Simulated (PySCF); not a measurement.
## Spinor energies of Te⁺ (tellurium, charge +1)

Start: [Kr] 4d10 5s2 5p2 6s1; 5p3/2 filled at m_j = +1/2, +3/2; 6s1/2 filled at m_j = +1/2. Calculated with PySCF 2.14 in x2c-TZVPall-2c with one added diffuse shell each of s, p, d, f type (9s10p6d3f, 90 functions): generalised Hartree-Fock with the X2C-1e Hamiltonian and a Gaussian nucleus; one run each with spin-orbit coupling (SO) switched off, then screened by Boettger's factors. This is a chosen level, not necessarily the ground level.

```json
{"spinor shell": "1s1/2", "electrons": "2", "ε, spin-free (eV)": "-31986.6", "ε, screened SO (eV)": "-31983.3", "weight of nominal j (screened SO)": "1.000", "rms radius, screened SO (bohr)": "0.0318"}
{"spinor shell": "2s1/2", "electrons": "2", "ε, spin-free (eV)": "-5014.1", "ε, screened SO (eV)": "-5013.2", "weight of nominal j (screened SO)": "1.000", "rms radius, screened SO (bohr)": "0.130"}
{"spinor shell": "2p1/2", "electrons": "2", "ε, spin-free (eV)": "-4495.4", "ε, screened SO (eV)": "-4686.2", "weight of nominal j (screened SO)": "1.000", "rms radius, screened SO (bohr)": "0.112"}
{"spinor shell": "2p3/2", "electrons": "4", "ε, spin-free (eV)": "-4495.4", "ε, screened SO (eV)": "-4409.2", "weight of nominal j (screened SO)": "1.000", "rms radius, screened SO (bohr)": "0.117"}
{"spinor shell": "3s1/2", "electrons": "2", "ε, spin-free (eV)": "-1050.4", "ε, screened SO (eV)": "-1050.2", "weight of nominal j (screened SO)": "1.000", "rms radius, screened SO (bohr)": "0.343"}
{"spinor shell": "3p1/2", "electrons": "2", "ε, spin-free (eV)": "-877.71", "ε, screened SO (eV)": "-914.34", "weight of nominal j (screened SO)": "1.000", "rms radius, screened SO (bohr)": "0.336"}
{"spinor shell": "3p3/2", "electrons": "4", "ε, spin-free (eV)": "-877.71", "ε, screened SO (eV)": "-861.05", "weight of nominal j (screened SO)": "1.000", "rms radius, screened SO (bohr)": "0.347"}
{"spinor shell": "3d3/2", "electrons": "4", "ε, spin-free (eV)": "-617.22", "ε, screened SO (eV)": "-623.64", "weight of nominal j (screened SO)": "1.000", "rms radius, screened SO (bohr)": "0.320"}
{"spinor shell": "3d5/2", "electrons": "6", "ε, spin-free (eV)": "-617.22", "ε, screened SO (eV)": "-612.73", "weight of nominal j (screened SO)": "1.000", "rms radius, screened SO (bohr)": "0.323"}
{"spinor shell": "4s1/2", "electrons": "2", "ε, spin-free (eV)": "-206.81", "ε, screened SO (eV)": "-206.77", "weight of nominal j (screened SO)": "1.000", "rms radius, screened SO (bohr)": "0.814"}
{"spinor shell": "4p1/2", "electrons": "2", "ε, spin-free (eV)": "-150.71", "ε, screened SO (eV)": "-157.75", "weight of nominal j (screened SO)": "1.000", "rms radius, screened SO (bohr)": "0.859"}
{"spinor shell": "4p3/2", "electrons": "4", "ε, spin-free (eV)": "-150.71", "ε, screened SO (eV)": "-147.52", "weight of nominal j (screened SO)": "1.000", "rms radius, screened SO (bohr)": "0.887"}
{"spinor shell": "4d3/2", "electrons": "4", "ε, spin-free (eV)": "-66.484", "ε, screened SO (eV)": "-67.449", "weight of nominal j (screened SO)": "0.991", "rms radius, screened SO (bohr)": "1.04"}
{"spinor shell": "4d5/2", "electrons": "6", "ε, spin-free (eV)": "-66.484", "ε, screened SO (eV)": "-65.828", "weight of nominal j (screened SO)": "0.994", "rms radius, screened SO (bohr)": "1.05"}
{"spinor shell": "5s1/2", "electrons": "2", "ε, spin-free (eV)": "-31.282", "ε, screened SO (eV)": "-31.304", "weight of nominal j (screened SO)": "0.999", "rms radius, screened SO (bohr)": "2.14"}
{"spinor shell": "5p3/2", "electrons": "2", "ε, spin-free (eV)": "-21.535", "ε, screened SO (eV)": "-21.420", "weight of nominal j (screened SO)": "0.652", "rms radius, screened SO (bohr)": "2.57"}
{"spinor shell": "6s1/2", "electrons": "1", "ε, spin-free (eV)": "-8.136", "ε, screened SO (eV)": "-8.115", "weight of nominal j (screened SO)": "0.997", "rms radius, screened SO (bohr)": "5.14"}
```

```csv
quantity,spin-free,screened SO
E (hartree),-6789.29903,-6791.17858
M_J,5/2,5/2
⟨J²⟩,8.788,8.776
⟨L²⟩,2.036,2.582
⟨S²⟩,3.752,3.379
```

Each row is a mean over spinors that exchange with the open shell spreads, by up to 4.538 eV (5s1/2).

Rows whose weight is well below 1 are mixtures of j = l ± 1/2: exchange outweighs spin-orbit coupling there, and the label is only the starting occupation.

Breit and QED terms are absent; they matter most for the inner s and p1/2 levels.

Densities and radii are taken from the X2C orbitals without a picture-change correction, which distorts them close to the nucleus.

Without spin-orbit coupling the j labels of p, d and f shells carry no meaning; the spin-free column gives the mean over the occupied spinors of each nl shell.
